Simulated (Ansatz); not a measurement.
Cartesian coordinates (Å):
```xyz
6

C      1.7100     0.0152    -0.1490
C      0.5261    -0.0315    -0.3953
Si    -1.1992    -0.1801    -0.9066
H      2.7478     0.0629     0.0799
H     -1.9687    -1.0176     0.0409
H     -1.8161     1.1511    -1.1037
```
Charge 0, spin multiplicity 2.

Method: frozen-core CCSD(T)/def2-TZVPP // B3LYP-D3(BJ)/def2-TZVP (Ansatz, a first-principles code).

- HF energy: -366.35718 Ha
- MP2 correlation energy: -0.39504 Ha

Task: Estimate the CCSD correlation energy, the (T) correction, the total energy and the T1 diagnostic.

Result: 
The CCSD correlation energy comes out as -0.42779 Ha and the (T) correction is -0.02133 Ha. The CCSD(T) total energy is -366.80630 Ha and the T1 diagnostic is 0.029.
